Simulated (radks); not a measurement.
Results of a calculation; reference values are marked as such.
Spin polarisation of the 3d7 shell in Co. Start: [Ar] 3d(up 3.5, down 3.5) 4s2; electrons of 3d are moved from spin down to spin up, other shells keep equal spins. Level of theory: non-relativistic Kohn-Sham, PBE, spin-polarised, spherical densities, point nucleus (a radial shooting solver on a logarithmic mesh with Libxc functionals).

moment (Bohr magnetons) = 0: E - E(0) (eV) 0.000; e(3d up) (eV) -8.510; e(3d down) (eV) -8.510; 4s down minus up (eV) 0.000; 3p down minus up (eV) 0.000
moment (Bohr magnetons) = 0.75: E - E(0) (eV) -0.136; e(3d up) (eV) -8.857; e(3d down) (eV) -8.134; 4s down minus up (eV) 0.129; 3p down minus up (eV) 0.811
moment (Bohr magnetons) = 1.5: E - E(0) (eV) -0.543; e(3d up) (eV) -9.176; e(3d down) (eV) -7.729; 4s down minus up (eV) 0.258; 3p down minus up (eV) 1.622
moment (Bohr magnetons) = 2.25: E - E(0) (eV) -1.220; e(3d up) (eV) -9.464; e(3d down) (eV) -7.296; 4s down minus up (eV) 0.389; 3p down minus up (eV) 2.433
moment (Bohr magnetons) = 3: E - E(0) (eV) -2.169; e(3d up) (eV) -9.721; e(3d down) (eV) -6.833; 4s down minus up (eV) 0.522; 3p down minus up (eV) 3.244

At moment 3 the spin-polarisation energy is -2.169 eV and the 3d exchange splitting 2.889 eV, that is 0.963 eV per Bohr magneton; E = -I m^2/4 would give I = 0.964 eV.
